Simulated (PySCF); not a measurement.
Ionisation energy of Br²⁺ by level of theory

Br²⁺ [Ar] 3d10 4s2 4p3 (4S) → Br³⁺ [Ar] 3d10 4s2 4p2 (3P), as a difference of total energies. Calculation: PySCF 2.14, in cc-pVTZ-DK (6s5p3d1f, 43 functions); the spin-free X2C one-electron Hamiltonian (Gaussian nucleus). Correlated levels: valence: [Ar] 3d10 frozen. The calculations carry no spin-orbit coupling.

```
           method  ionisation energy (eV)
              UHF                  34.654
             PBE0                  35.237
    MP2 (valence)                  35.173
SCS-MP2 (valence)                  35.018
CCSD(T) (valence)                  35.163
```

**Question.** Estimate what CCSD (valence) gives.

**Answer.** 35.138 eV, closest to CCSD(T) (valence) among the rows shown.

**Question.** Estimate what LDA gives.

**Answer.** 35.309 eV, closest to PBE0 among the rows shown.

The reference lies between the lowest fine-structure levels, while these numbers refer to the centres of the terms.

Errors of the correlated levels include the incompleteness of this basis and the frozen core.

For comparison: 34.871 ± 0.019 eV (measured; NIST Atomic Spectra Database, ionization energies).
